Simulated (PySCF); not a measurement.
## Ionisation energy of Tc(40+) by level of theory

Tc(40+) [He] 2s1 (2S) → Tc(41+) 1s2 (1S), as a difference of total energies. Computed with PySCF 2.14 in an uncontracted even-tempered set (17 s from 16 bohr⁻², ratio 2.2; 8 p from 25 bohr⁻², ratio 2.4; 5 d from 75 bohr⁻², ratio 2.4; 5 f from 110 bohr⁻², ratio 2.4; 4 g from 170 bohr⁻², ratio 2.4), with no relativity, point nucleus. Correlated levels: nothing frozen; virtual orbitals above 40 to 60 times the deepest correlated orbital energy dropped. The calculations carry no spin-orbit coupling.

```
                 method  ionisation energy (eV)  difference from reference (eV)
                    UHF                  5830.4                          -178.0
                    LDA                  5825.3                          -183.1
                    PBE                  5834.0                          -174.4
                   PBE0                  5833.2                          -175.2
                 r2SCAN                  5828.1                          -180.3
                   BLYP                  5834.3                          -174.1
                r2SCAN0                  5828.8                          -179.6
    MP2 (all electrons)                  5830.6                          -177.8
SCS-MP2 (all electrons)                  5830.6                          -177.8
```

Reference: 6008.4 eV (theoretical estimate listed by NIST; NIST Atomic Spectra Database, ionization energies).

The gap to the reference is mostly relativistic.
